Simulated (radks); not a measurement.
Task: Er+, configuration [Xe] 4f12.5 6s0.5 (fractional occupations, a model configuration). Calculated with a radial shooting solver on a logarithmic mesh with Libxc functionals: Dirac Kohn-Sham, BLYP, spin-unpolarised, spherical densities, finite nucleus; open shells fill j = l - 1/2 first; Fermi nuclear charge, rms radius 5.2516 fm. Some entries of the table are withheld. Estimate them.

| orbital | occ. | eigenvalue (eV) | <r^2> (bohr^2) | <r> (bohr) |
|---|---|---|---|---|
| 1s1/2 | 2 | -57303.33 | 0.0005680 | 0.02037 |
| 2s1/2 | 2 | -9623.910 | 0.008776 | 0.08590 |
| 2p1/2 | 2 | -9168.388 | 0.006328 | 0.07146 |
| 2p3/2 | 4 | -8251.194 | 0.007547 | 0.07874 |
| 3s1/2 | 2 | -2157.847 | 0.05795 | 0.2249 |
| 3p1/2 | 2 | -1957.634 | 0.05361 | 0.2146 |
| 3p3/2 | 4 | -1765.009 | 0.06046 | 0.2283 |
| 3d3/2 | 4 | (1) | (2) | 0.2012 |
| 3d5/2 | 6 | (3) | (4) | 0.2055 |
| 4s1/2 | 2 | -427.4496 | 0.2919 | 0.5082 |
| 4p1/2 | 2 | -347.4223 | (5) | 0.5173 |
| 4p3/2 | 4 | -304.0839 | (6) | 0.5489 |
| 4d3/2 | 4 | -172.2895 | 0.3883 | (7) |
| 4d5/2 | 6 | -164.4240 | 0.4035 | (8) |
| 5s1/2 | 2 | -55.5408 | 1.798 | 1.262 |
| 5p1/2 | 2 | -34.2326 | 2.354 | 1.435 |
| 5p3/2 | 4 | -29.0309 | 2.764 | 1.554 |
| 6s1/2 | 0.5 | -8.4105 | 15.70 | (9) |
| 4f5/2 | 6 | -6.7259 | 1.053 | 0.8532 |
| 4f7/2 | 6.5 | -5.6780 | 1.167 | 0.8859 |

Result: 
(1) 3d3/2 eigenvalue (eV): -1421.990
(2) 3d3/2 <r^2> (bohr^2): 0.04762
(3) 3d5/2 eigenvalue (eV): -1379.883
(4) 3d5/2 <r^2> (bohr^2): 0.04952
(5) 4p1/2 <r^2> (bohr^2): 0.3049
(6) 4p3/2 <r^2> (bohr^2): 0.3431
(7) 4d3/2 <r> (bohr): 0.5780
(8) 4d5/2 <r> (bohr): 0.5892
(9) 6s1/2 <r> (bohr): 3.730
